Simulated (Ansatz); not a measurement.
`[CH3][Sn][NH2]` and `[NH2][Sn][SH]` differ in one atom or group.

Ansatz, PBE0-D4/def2-TZVP geometries, multiplicity 1. Each molecule was computed in one conformer, which needn't be the lowest.

Elements past krypton have def2 core potentials.

```json
{"property": "size of the dipole moment (PBE/def2-TZVPP) / D", "`[CH3][Sn][NH2]`": "0.78"}
{"property": "HOMO energy (ωB97M-V/def2-TZVPP) / eV", "`[CH3][Sn][NH2]`": "-8.24"}
{"property": "LUMO energy (ωB97M-V/def2-TZVPP) / eV", "`[CH3][Sn][NH2]`": "0.03"}
{"property": "HOMO energy (B3LYP/def2-TZVPP) / eV", "`[CH3][Sn][NH2]`": "-6.00"}
{"property": "HOMO energy (PBE0/def2-TZVPP) / eV", "`[CH3][Sn][NH2]`": "-6.16"}
{"property": "zero-point energy (PBE0-D4/def2-TZVP) / kJ/mol", "`[CH3][Sn][NH2]`": "157.2"}
```

Problem. Give the same properties after the change, and the shifts. (Best estimate.)

Solution. The calculation gave: 
| property | `[NH2][Sn][SH]` | shift |
| --- | --- | --- |
| size of the dipole moment (PBE/def2-TZVPP) / D | 1.83 | 1.05 |
| HOMO energy (ωB97M-V/def2-TZVPP) / eV | -8.93 | -0.69 |
| LUMO energy (ωB97M-V/def2-TZVPP) / eV | -0.11 | -0.14 |
| HOMO energy (B3LYP/def2-TZVPP) / eV | -6.72 | -0.72 |
| HOMO energy (PBE0/def2-TZVPP) / eV | -6.92 | -0.76 |
| zero-point energy (PBE0-D4/def2-TZVP) / kJ/mol | 89.3 | -67.9 |

With PBE0 the HOMO falls by 0.76 eV and the LUMO falls by 0.14 eV, so the gap widens by about 0.62 eV. PBE moves the HOMO by -0.60 eV and ωB97M-V by -0.69 eV. The zero-point energy changes by -67.9 kJ/mol with -6 modes. Dipoles are sizes alone; their direction can turn.

B3LYP here is the variant with VWN-RPA as its local correlation; programs differ in this.
